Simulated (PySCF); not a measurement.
Compound: C8H15NO.
SMILES with atom numbers: `[CH3:1][N:2]([CH:3]=[O:4])[CH2:5][CH:6]1[CH2:7][CH2:8][CH2:9][CH2:10]1` (hydrogens: H11, H12, H13 on C1; H14 on C3; H15, H16 on C5; H17 on C6; H18, H19 on C7; H20, H21 on C8; H22, H23 on C9; H24, H25 on C10)

Geometry (GFN2-xTB, Å), atoms numbered from 1 in this order:
```xyz
25
C8H15NO angstrom
C      2.425   -1.595   -0.275
N      2.023   -0.230   -0.062
C      2.646    0.803   -0.651
O      2.361    1.969   -0.515
C      0.914    0.015    0.838
C     -0.440   -0.422    0.270
C     -1.568   -0.174    1.288
C     -2.750    0.305    0.451
C     -2.079    1.178   -0.603
C     -0.833    0.378   -0.991
H      3.353   -1.621   -0.843
H      2.584   -2.093    0.685
H      1.663   -2.147   -0.831
H      3.483    0.473   -1.296
H      1.103   -0.511    1.781
H      0.901    1.092    1.024
H     -0.393   -1.488    0.032
H     -1.270    0.615    1.980
H     -1.799   -1.066    1.870
H     -3.243   -0.544   -0.026
H     -3.488    0.845    1.043
H     -1.787    2.131   -0.159
H     -2.723    1.381   -1.457
H     -0.026    1.031   -1.317
H     -1.068   -0.302   -1.811
```

Computed at PBE0/pcSseg-1 (PySCF, non-relativistic), with Q(14N) = 0.02044 b, Q(17O) = −0.0256 b: N2, 14N (I = 1): χzz = -4.556 MHz, η = 0.147; O4, 17O (I = 5/2): χzz = 9.315 MHz, η = 0.016.

(1) Find the zero-field quadrupole resonance frequencies of 14N at N2.

(2) Where would the pure quadrupole (NQR) lines of 17O at O4 fall for the rigid, isolated species?

Results:

(1) From ν± = (3/4)|χ|(1 ± η/3) and ν0 = |χ|η/2: ν+ 3.584 MHz, ν− 3.250 MHz, ν0 0.334 MHz (amide nitrogen).

(2) From the eigenvalues of H = χ/[4I(2I − 1)] × [3Iz² − I(I + 1) + η(Ix² − Iy²)], steps between neighbouring levels, labelled as for η = 0: ±1/2↔±3/2 1.398 MHz, ±3/2↔±5/2 2.794 MHz (amide oxygen).

In a crystal, neighbours and librations shift these lines. GFN2-xTB bond lengths can be off by several hundredths of an ångström, more for odd bonds, and the gradients follow them. These gradients aren't converged with respect to the basis.

The run behind these numbers computed NMR shieldings as well. On x86-64 server, one thread (shared host), this took 1.8 min wall.

One conformer stands for the species.
